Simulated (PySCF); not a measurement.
## Two-component Hartree-Fock for As (arsenic, neutral)

Start: [Ar] 3d10 4s2 4p3; 4p1/2 filled at m_j = -1/2, +1/2; 4p3/2 filled at m_j = +3/2. Calculated with PySCF 2.14 in x2c-TZVPPall-2c with one added diffuse shell each of s, p, d type (7s8p5d1f, 63 functions): generalised Hartree-Fock with the X2C-1e Hamiltonian and a Gaussian nucleus; spin-orbit coupling (SO) screened by Boettger's factors.

```json
{"spinor shell": "1s1/2", "electrons": "2", "ε, screened SO (eV)": "-11944.5", "weight of nominal j (screened SO)": "1.000", "rms radius, screened SO (bohr)": "0.0524"}
{"spinor shell": "2s1/2", "electrons": "2", "ε, screened SO (eV)": "-1572.3", "weight of nominal j (screened SO)": "1.000", "rms radius, screened SO (bohr)": "0.219"}
{"spinor shell": "2p1/2", "electrons": "2", "ε, screened SO (eV)": "-1398.8", "weight of nominal j (screened SO)": "1.000", "rms radius, screened SO (bohr)": "0.194"}
{"spinor shell": "2p3/2", "electrons": "4", "ε, screened SO (eV)": "-1361.7", "weight of nominal j (screened SO)": "1.000", "rms radius, screened SO (bohr)": "0.197"}
{"spinor shell": "3s1/2", "electrons": "2", "ε, screened SO (eV)": "-225.25", "weight of nominal j (screened SO)": "1.000", "rms radius, screened SO (bohr)": "0.639"}
{"spinor shell": "3p1/2", "electrons": "2", "ε, screened SO (eV)": "-165.21", "weight of nominal j (screened SO)": "0.998", "rms radius, screened SO (bohr)": "0.660"}
{"spinor shell": "3p3/2", "electrons": "4", "ε, screened SO (eV)": "-159.77", "weight of nominal j (screened SO)": "0.999", "rms radius, screened SO (bohr)": "0.670"}
{"spinor shell": "3d3/2", "electrons": "4", "ε, screened SO (eV)": "-56.819", "weight of nominal j (screened SO)": "0.978", "rms radius, screened SO (bohr)": "0.749"}
{"spinor shell": "3d5/2", "electrons": "6", "ε, screened SO (eV)": "-56.009", "weight of nominal j (screened SO)": "0.985", "rms radius, screened SO (bohr)": "0.751"}
{"spinor shell": "4s1/2", "electrons": "2", "ε, screened SO (eV)": "-19.190", "weight of nominal j (screened SO)": "1.000", "rms radius, screened SO (bohr)": "2.15"}
{"spinor shell": "4p1/2", "electrons": "2", "ε, screened SO (eV)": "-10.112", "weight of nominal j (screened SO)": "0.538", "rms radius, screened SO (bohr)": "2.72"}
{"spinor shell": "4p3/2", "electrons": "1", "ε, screened SO (eV)": "-9.933", "weight of nominal j (screened SO)": "1.000", "rms radius, screened SO (bohr)": "2.75"}
```

| quantity | screened SO |
| --- | --- |
| E (hartree) | -2259.05821 |
| M_J | 3/2 |
| ⟨J²⟩ | 3.751 |
| ⟨L²⟩ | 0.009 |
| ⟨S²⟩ | 3.743 |

Each row is a mean over spinors that exchange with the open shell spreads, by up to 6.991 eV (4s1/2).

Rows whose weight is well below 1 are mixtures of j = l ± 1/2: exchange outweighs spin-orbit coupling there, and the label is only the starting occupation.
